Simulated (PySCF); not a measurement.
C4H5, charge -1, singlet, geometry from GFN2-xTB (in this run its highest filled SCF level lies above zero, so its values depend strongly on the basis, on diffuse functions most of all), with bond 8-3 at 1.6 times its length; DF-SVWN5/aug-cc-pVDZ run with PySCF.

The PySCF input:
```python
from pyscf import gto, scf, dft

mol = gto.Mole()
mol.atom = '''
    C    -0.00477750   -0.00846867    0.42733059
    C    -0.00174017   -0.76951404   -0.83385328
    C     0.02025666    0.75423460   -0.88448337
    C    -0.02048610   -0.11308971    1.73328716
    H    -0.90781767   -1.26894023   -1.19210447
    H     0.89751813   -1.29434815   -1.17242457
    H     0.93628317    1.22602460   -1.25140807
    H    -1.41042084    1.54986079   -1.50313556
    H    -0.01158415    0.90678977    2.23339151
'''
mol.basis = 'aug-cc-pvdz'
mol.charge = -1
mol.verbose = 4
mol.build()

mf = dft.RKS(mol)
mf.xc = 'lda,vwn'
mf.init_guess = 'atom'
mf = mf.density_fit(auxbasis='def2-universal-jkfit')
mf.kernel()
mf.analyze()
```

Task: What does PySCF print? Leave out banner, timings and long lists.

Result: 
```
PySCF version 2.14.0

[INPUT] verbose = 4
[INPUT] num. atoms = 9
[INPUT] num. electrons = 30
[INPUT] charge = -1
[INPUT] spin (= nelec alpha-beta = 2S) = 0
[INPUT] symmetry False subgroup None
[INPUT] Mole.unit = angstrom
[INPUT] Symbol           X                Y                Z      unit          X                Y                Z       unit  Magmom
[INPUT]  1 C     -0.004777500000  -0.008468670000   0.427330590000 AA   -0.009028166560  -0.016003466939   0.807537779749 Bohr   0.0
[INPUT]  2 C     -0.001740170000  -0.769514040000  -0.833853280000 AA   -0.003288444710  -1.454170784608  -1.575754327270 Bohr   0.0
[INPUT]  3 C      0.020256660000   0.754234600000  -0.884483370000 AA    0.038279539598   1.425296827671  -1.671431331032 Bohr   0.0
[INPUT]  4 C     -0.020486100000  -0.113089710000   1.733287160000 AA   -0.038713118360  -0.213708579406   3.275438027625 Bohr   0.0
[INPUT]  5 H     -0.907817670000  -1.268940230000  -1.192104470000 AA   -1.715526767341  -2.397949503143  -2.252750960170 Bohr   0.0
[INPUT]  6 H      0.897518130000  -1.294348150000  -1.172424570000 AA    1.696063457532  -2.445963513337  -2.215561339011 Bohr   0.0
[INPUT]  7 H      0.936283170000   1.226024600000  -1.251408070000 AA    1.769318766340   2.316850715979  -2.364818522371 Bohr   0.0
[INPUT]  8 H     -1.410420840000   1.549860790000  -1.503135560000 AA   -2.665309107979   2.928812424302  -2.840514536495 Bohr   0.0
[INPUT]  9 H     -0.011584150000   0.906789770000   2.233391510000 AA   -0.021890870886   1.713584317857   4.220498282829 Bohr   0.0

nuclear repulsion = 99.5773783179238
number of shells = 57
number of NR pGTOs = 195
number of NR cGTOs = 137
basis = aug-cc-pvdz
ecp = {}

******** <class 'pyscf.df.df_jk.DFRKS'> ********
method = DFRKS
initial guess = atom
damping factor = 0
level_shift factor = 0
DIIS = <class 'pyscf.scf.diis.CDIIS'>
diis_start_cycle = 1
diis_space = 8
diis_damp = 0
SCF conv_tol = 1e-09
SCF conv_tol_grad = None
SCF max_cycles = 50
direct_scf = False
XC library pyscf.dft.libxc version 7.1.2
    S. Lehtola, C. Steigemann, M. J. T. Oliveira, and M. A. L. Marques,  SoftwareX 7, 1–5 (2018)
XC functionals = lda,vwn
    P. A. M. Dirac,  Math. Proc. Cambridge Philos. Soc. 26, 376 (1930)
    F. Bloch,  Z. Phys. 57, 545 (1929)
    S. H. Vosko, L. Wilk, and M. Nusair,  Can. J. Phys. 58, 1200 (1980)
radial grids:
    Treutler-Ahlrichs [JCP 102, 346 (1995); DOI:10.1063/1.469408] (M4) radial grids

becke partition: Becke, JCP 88, 2547 (1988); DOI:10.1063/1.454033
pruning grids: <function nwchem_prune>
grids dens level: 3
symmetrized grids: False
atomic radii adjust function: <function treutler_atomic_radii_adjust>
small_rho_cutoff = 0
Set gradient conv threshold to 3.16228e-05
Initial guess from superposition of atomic densities.
Spherically averaged atomic HF for {'H', 'C'}

******** <class 'pyscf.scf.atom_hf.AtomSphAverageRHF'> ********
method = AtomSphAverageRHF
initial guess = minao
damping factor = 0
level_shift factor = 0
DIIS = <class 'pyscf.scf.diis.CDIIS'>
diis_start_cycle = 1
diis_space = 8
diis_damp = 0
SCF conv_tol = 1e-09
SCF conv_tol_grad = None
SCF max_cycles = 50
direct_scf = True
direct_scf_tol = 1e-13
atom = C
Set gradient conv threshold to 3.16228e-05
Initial guess from minao.
init E= -37.2782135561808
cycle= 1 E= -37.3244061140288  delta_E= -0.0462  |g|=    0  |ddm|= 0.487
cycle= 2 E= -37.3359896223202  delta_E= -0.0116  |g|=    0  |ddm|= 0.278
cycle= 3 E= -37.339548483962  delta_E= -0.00356  |g|=    0  |ddm|= 0.0873
cycle= 4 E= -37.3395562491807  delta_E= -7.77e-06  |g|=    0  |ddm|= 0.00546
cycle= 5 E= -37.3395567113276  delta_E= -4.62e-07  |g|=    0  |ddm|= 0.00123
cycle= 6 E= -37.3395567120876  delta_E= -7.6e-10  |g|=    0  |ddm|= 6.34e-05
Extra cycle  E= -37.3395567120883  delta_E= -6.39e-13  |g|=    0  |ddm|= 2.88e-06
Atomic HF for atom  C  converged. SCF energy = -37.3395567120883

******** 1 electron system ********
Atomic HF for atom  H  converged. SCF energy = -0.499334315439586

tot grids = 105512
init E= -154.24131460478
  HOMO = -0.406550396216049  LUMO = -0.259246808429384  gap/eV = 4.00833
cycle= 1 E= -152.751993850175  delta_E= 1.49  |g|= 1.71  |ddm|= 6.99
  HOMO = 0.160627231280025  LUMO = 0.162204060402646  gap/eV = 0.04291
cycle= 2 E= -137.87286410001  delta_E= 14.9  |g|= 4.74  |ddm|=  844
  HOMO = -0.119503733121753  LUMO = -0.0277694059049822  gap/eV = 2.49622
cycle= 3 E= -153.68071075729  delta_E= -15.8  |g|= 0.554  |ddm|=  844
  HOMO = 0.0636226392655748  LUMO = 0.0972988752704764  gap/eV = 0.91638
cycle= 4 E= -152.539040086435  delta_E= 1.14  |g|= 1.64  |ddm|= 7.75
  HOMO = 0.0124167683691057  LUMO = 0.102360589357126  gap/eV = 2.44750
cycle= 5 E= -153.668411304147  delta_E= -1.13  |g|= 0.584  |ddm|= 7.41
  HOMO = 0.0408311430693691  LUMO = 0.0895235069918434  gap/eV = 1.32499
cycle= 6 E= -153.780695160376  delta_E= -0.112  |g|= 0.105  |ddm|= 1.53
  HOMO = 0.0387551928868666  LUMO = 0.0687604269976179  gap/eV = 0.81648
cycle= 7 E= -153.779101878851  delta_E= 0.00159  |g|= 0.116  |ddm|= 0.848
  HOMO = 0.0419880362490481  LUMO = 0.0754852742845507  gap/eV = 0.91151
cycle= 8 E= -153.785521159286  delta_E= -0.00642  |g|= 0.0205  |ddm|= 0.517
  HOMO = 0.0405722418244014  LUMO = 0.0755645816797692  gap/eV = 0.95219
cycle= 9 E= -153.785575790547  delta_E= -5.46e-05  |g|= 0.0113  |ddm|= 0.0692
  HOMO = 0.040940180607643  LUMO = 0.0752516269013879  gap/eV = 0.93366
cycle= 10 E= -153.78564003398  delta_E= -6.42e-05  |g|= 0.00159  |ddm|= 0.0519
  HOMO = 0.0408615944843627  LUMO = 0.0751391860979753  gap/eV = 0.93274
cycle= 11 E= -153.785640989047  delta_E= -9.55e-07  |g|= 0.000255  |ddm|= 0.00571
  HOMO = 0.04084330791102  LUMO = 0.0751295236048244  gap/eV = 0.93298
cycle= 12 E= -153.785641014109  delta_E= -2.51e-08  |g|= 6.67e-05  |ddm|= 0.00103
  HOMO = 0.0408329645583683  LUMO = 0.0751247178506893  gap/eV = 0.93313
cycle= 13 E= -153.785641015891  delta_E= -1.78e-09  |g|= 3.21e-05  |ddm|= 0.000508
  HOMO = 0.0408350566196845  LUMO = 0.0751250991123644  gap/eV = 0.93308
cycle= 14 E= -153.785641016261  delta_E= -3.7e-10  |g|= 7.28e-06  |ddm|= 0.000255
  HOMO = 0.0408336940852454  LUMO = 0.0751243171757339  gap/eV = 0.93310
Extra cycle  E= -153.785641016204  delta_E= 5.71e-11  |g|= 1.57e-05  |ddm|= 0.00012
converged SCF energy = -153.785641016204
**** SCF Summaries ****
Total Energy =                        -153.785641016204011
Nuclear Repulsion Energy =              99.577378317923760
One-electron Energy =                 -409.992848205593646
Two-electron Energy =                  156.629828871465861
Two-electron Coulomb Energy =          178.653711312219542
DFT Exchange-Correlation Energy =      -22.023882440753695
HOMO-LUMO gap [eV] =                     0.933095381781607
**** MO energy ****
MO #1   energy= -9.65153109795325  occ= 2
MO #2   energy= -9.61873425156061  occ= 2
MO #3   energy= -9.6027446246313   occ= 2
MO #4   energy= -9.55728822830121  occ= 2
MO #5   energy= -0.60014822365242  occ= 2
MO #6   energy= -0.427783248099992 occ= 2
MO #7   energy= -0.357371317769798 occ= 2
MO #8   energy= -0.29277087127963  occ= 2
MO #9   energy= -0.233778018607274 occ= 2
MO #10  energy= -0.184606712677764 occ= 2
MO #11  energy= -0.115453673181699 occ= 2
MO #12  energy= -0.112336879960538 occ= 2
MO #13  energy= -0.0852207224960537 occ= 2
MO #14  energy= -0.0325361297902265 occ= 2
MO #15  energy= 0.0408336940852454 occ= 2
MO #16  energy= 0.0751243171757339 occ= 0
MO #17  energy= 0.101965906244549  occ= 0
MO #18  energy= 0.11267643640276   occ= 0
MO #19  energy= 0.124590773340065  occ= 0
MO #20  energy= 0.134501039656365  occ= 0
MO #21  energy= 0.141981779558052  occ= 0
MO #22  energy= 0.157601547015149  occ= 0
MO #23  energy= 0.16326247628022   occ= 0
 ** Mulliken pop on meta-lowdin orthogonal AOs  **
 ** Mulliken pop  **
 ** Mulliken atomic charges  **
charge of    0C =     -0.07185
charge of    1C =     -0.27614
charge of    2C =     -0.26192
charge of    3C =     -0.59357
charge of    4H =      0.10027
charge of    5H =      0.08054
charge of    6H =      0.09704
charge of    7H =     -0.12999
charge of    8H =      0.05561

WARN: System has nonzero charge -1; the dipole moment is origin-dependent.
Location of origin: [0. 0. 0.]

Dipole moment(X, Y, Z, Debye):  1.27002,  0.11276, -3.94276
```
